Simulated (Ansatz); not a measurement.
`S/C=[CH]\[InH2]` and `CC/C=C/S` differ in one atom or group (the configuration at the double bond changes too).

Ansatz, PBE0-D4/def2-TZVP geometries, multiplicity 1. Each molecule was computed in one conformer, which needn't be the lowest.

Elements past krypton have def2 core potentials.

| property | `S/C=[CH]\[InH2]` |
| --- | --- |
| HOMO–LUMO gap (B3LYP/def2-TZVPP) / eV | 4.18 |
| LUMO energy (ωB97M-V/def2-TZVPP) / eV | -0.44 |
| size of the dipole moment (ωB97M-V/def2-TZVPP) / D | 0.63 |
| HOMO–LUMO gap (PBE/def2-TZVPP) / eV | 2.90 |
| HOMO energy (ωB97M-V/def2-TZVPP) / eV | -8.68 |
| ideal-gas entropy at 298 K and 1 bar (rigid rotor, harmonic PBE0-D4/def2-TZVP) / J/(mol·K) | 346 |

(1) What does the change do to each property? (Estimate.)

## Answers

(1) Ansatz gave: 
| property | `CC/C=C/S` | shift |
| --- | --- | --- |
| HOMO–LUMO gap (B3LYP/def2-TZVPP) / eV | 6.02 | 1.84 |
| LUMO energy (ωB97M-V/def2-TZVPP) / eV | 2.25 | 2.69 |
| size of the dipole moment (ωB97M-V/def2-TZVPP) / D | 1.28 | 0.65 |
| HOMO–LUMO gap (PBE/def2-TZVPP) / eV | 4.42 | 1.52 |
| HOMO energy (ωB97M-V/def2-TZVPP) / eV | -8.33 | 0.35 |
| ideal-gas entropy at 298 K and 1 bar (rigid rotor, harmonic PBE0-D4/def2-TZVP) / J/(mol·K) | 338 | -8 |

With PBE0 the HOMO rises by 0.40 eV and the LUMO rises by 2.20 eV, so the gap widens by about 1.80 eV. PBE moves the HOMO by 0.45 eV and ωB97M-V by 0.35 eV. The zero-point energy changes by 144.4 kJ/mol with +12 modes. Dipoles are sizes alone; their direction can turn.

Positive LUMOs are unbound, so they and the gaps depend on the basis.

B3LYP here is the variant with VWN-RPA as its local correlation; programs differ in this.
